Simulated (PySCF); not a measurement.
## Dipole response of C²⁺ (carbon, charge +2)

[He] 2s1 2p1, high-spin 3P determinant (an excited configuration). All numbers are calculated (PySCF 2.14, no relativity, point nucleus, in dyall-av2z). Coupled (time-dependent) response in atomic units; α is the mean over directions. A double-zeta set is small for polarisabilities.

```csv
method,mean α (bohr³),"α xx, yy, zz",C₆ (like pair),S(−4)
UHF,2.807,"3.546, 1.328, 3.546",3.399,12.71
PBE,2.842,"3.551, 1.424, 3.551",3.383,14.65
PBE0,2.838,"3.560, 1.392, 3.560",3.388,14.24
B97-3,2.842,"3.568, 1.391, 3.568",3.392,14.34
M06,2.773,"3.441, 1.439, 3.441",3.302,13.10
```

S(−4) is the Cauchy moment in α(ω) = α(0) + S(−4) ω² + …

α(iu) at B97-3:

```tsv
u (hartree)	α(iu) (bohr³)
0	2.842
0.0500	2.807
0.100	2.709
0.200	2.395
0.300	2.047
0.500	1.494
0.750	1.064
1.00	0.7977
1.50	0.4930
2.00	0.3323
3.00	0.1791
5.00	0.07756
```

For an ion, C₆ is the dispersion term alone; charge-induced terms of lower order in 1/R come first.

The components differ because the open shell of this determinant is not spherical; for a pure term their mean is the scalar polarisability.
